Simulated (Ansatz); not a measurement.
CH$_{2}$BF$_{3}$O$_{2}$S (`OB(O)SC(F)(F)F`), relaxed with RKS PBE0-D4/def2-TZVP in the Gaussian-basis code of Ansatz from a GFN2-xTB geometry. The force threshold is 0.005 eV/Å; the program also tests the step.

Charge 0, multiplicity 1.

Start:

```xyz
10

O    -1.227   -1.899    0.884
B    -0.559   -0.795    0.532
O    -0.219    0.156    1.399
S    -0.053   -0.514   -1.233
C     0.814    1.073   -1.054
F     0.020    2.044   -0.607
F     1.856    0.995   -0.225
F     1.285    1.465   -2.235
H    -1.447   -2.554    0.223
H    -0.470    0.031    2.315
```

| step | energy (eV) | largest force (eV/Å) | largest move (Å) |
| --- | --- | --- | --- |
| 1 | -24818.3329 | 0.801 | 0.000 |
| 2 | -24818.3788 | 0.432 | 0.094 |
| 3 | -24818.3979 | 0.170 | 0.079 |
| 4 | -24818.4009 | 0.099 | 0.035 |
| 5 | -24818.4020 | 0.061 | 0.014 |
| 6 | -24818.4020 | 0.054 | 0.018 |
| 7 | -24818.4024 | 0.016 | 0.014 |
| 8 | -24818.4024 | 0.005 | 0.004 |
| 9 | -24818.4024 | 0.001 | 0.002 |

End:

```xyz
10

O    -1.235   -1.892    0.885
B    -0.544   -0.762    0.574
O    -0.241    0.142    1.527
S    -0.034   -0.499   -1.173
C     0.833    1.092   -1.083
F     0.051    2.085   -0.674
F     1.897    1.057   -0.289
F     1.252    1.383   -2.316
H    -1.414   -2.489    0.156
H    -0.566   -0.117    2.395
```

It took 36 s on 2 threads of an AMD EPYC 7R13 on a shared host and a share of an NVIDIA H100 80 GB, with 0.91 GiB of host memory at the peak.
